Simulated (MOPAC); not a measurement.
MOPAC input (PM6):

```
PM6 FORCE THERMO(298,298) PRECISE LET UHF MS=0.5 GEO-OK AUX(PRECISION=9) THREADS=1
HOS

S    -0.04075859 1   -0.00110884 1   -0.45690898 1
O    -0.05161609 1   -0.04072478 1    1.03468600 1
H     1.17858101 1    0.37524597 1   -0.86833888 1
```

From the output:

```
     H    3   3.837104   0.600268   4.129256

          HEAT OF FORMATION =     -11.212631 KCALS/MOLE

          ZERO POINT ENERGY       5.990 KCAL/MOL

           NORMAL COORDINATE ANALYSIS (Total motion = 1 Angstrom)

   Root No.       1         2         3

                 1 A'      2 A'      3 A'

                 603.6     918.6    2668.2

           1    0.0211   -0.1576    0.0075
           2   -0.0333   -0.0217   -0.0270
           3    0.0000    0.0000    0.0000
           4   -0.0930    0.2829    0.0071
           5    0.0484    0.0315   -0.0025
           6   -0.0000   -0.0000    0.0000
           7    0.8047    0.5224   -0.3513
           8    0.2912    0.1912    0.8982
           9   -0.0000   -0.0000   -0.0000

           MASS-WEIGHTED COORDINATE ANALYSIS (NORMAL COORDINATES)

   Root No.       1         2         3

                 1 A'      2 A'      3 A'

                 603.6     918.6    2668.2

           1    0.1217   -0.5737    0.0432
           2   -0.1922   -0.0790   -0.1556
           3    0.0000    0.0000    0.0000
           4   -0.3787    0.7275    0.0290
           5    0.1973    0.0809   -0.0103
           6   -0.0000   -0.0000    0.0000
           7    0.8229    0.3371   -0.3593
           8    0.2978    0.1234    0.9186
           9   -0.0000   -0.0000   -0.0000

          DESCRIPTION OF VIBRATIONS

 VIBRATION          1    1A'         ATOM PAIR     ENERGY CONTRIBUTION    RADIAL
 FREQUENCY           603.60         S 1 -- H 3         +73.9% ( 90.9%)      7.8%
 TRANSITION DIPOLE   2.3193         S 1 -- O 2         +26.1% ( 54.0%)     62.3%
 TRAVEL (Ang.)       0.3039
 REDUCED MASS        1.2092
 EFFECTIVE MASS      5.9600
 FORCE CONSTANT      0.2596

 VIBRATION          2    2A'         ATOM PAIR     ENERGY CONTRIBUTION    RADIAL
 FREQUENCY           918.57         S 1 -- O 2         +76.4% ( 89.6%)     98.5%
 TRANSITION DIPOLE   1.8792         S 1 -- H 3         +23.6% ( 49.8%)      1.2%
 TRAVEL (Ang.)       0.0945
 REDUCED MASS        8.2151
 EFFECTIVE MASS     17.8605
 FORCE CONSTANT      4.0840

 VIBRATION          3    3A'         ATOM PAIR     ENERGY CONTRIBUTION    RADIAL
 FREQUENCY          2668.24         S 1 -- H 3         +99.9% ( 99.9%)     99.9%
 TRANSITION DIPOLE   0.7620
 TRAVEL (Ang.)       0.1609
 REDUCED MASS        0.9760
 EFFECTIVE MASS      1.2742
 FORCE CONSTANT      4.0939

      SYMMETRY NUMBER FOR POINT-GROUP Cs  =  1

          SYSTEM IS A GROUND STATE

 HOS

          MOLECULE IS NOT LINEAR

          THERE ARE  3 GENUINE VIBRATIONS IN THIS SYSTEM
          THIS THERMODYNAMICS CALCULATION IS LIMITED TO
          MOLECULES WHICH HAVE NO INTERNAL ROTATIONS

                    CALCULATED THERMODYNAMIC PROPERTIES
                                          *
   TEMP. (K)   PARTITION FUNCTION   H.O.F.    ENTHALPY  HEAT CAPACITY ENTROPY
                                   KCAL/MOL   CAL/MOLE    CAL/K/MOL  CAL/K/MOL

 298.00  VIB.     0.1070D+01                   130.5137     1.4989     0.5725
         ROT.     0.2403D+04                   888.2803     2.9808    18.4505
         INT.     0.2572D+04                  1018.7940     4.4797    19.0230
         TRA.     0.3323D+27                  1480.4672     4.9680    37.5935
         TOT.                      -11.213    2499.2611     9.4477    56.6165

   *: NOTE: HEATS OF FORMATION ARE RELATIVE TO THE
            ELEMENTS IN THEIR STANDARD STATE AT 298K
              (=  Standard Enthalpy of Formation).

            Hvib:  Zero-point energy is not included.
                   frequencies of less than zero cm-1 are not included.
            Hrot = (3/2)RT
            Htra = (3/2)RT + pV = (5/2)RT

            Heat capacity is Cp, not Cv

          For more information, see: HTTP://OpenMOPAC.net/Manual/thermochemistry.html

           FORCE CONSTANT IN CARTESIAN COORDINATES (Millidynes/A)

    ATOM   CHEMICAL       X               Y               Z
   NUMBER   SYMBOL  FORCE CONSTANT  FORCE CONSTANT  FORCE CONSTANT

      1       S        5.581640        3.620149        0.003172
      2       O        4.768554        0.182697       -0.000856
      3       H        0.749041        3.594075        0.002114

 **********************
 *                    *
 * JOB ENDED NORMALLY *
 *                    *
 **********************

 == MOPAC DONE ==
```
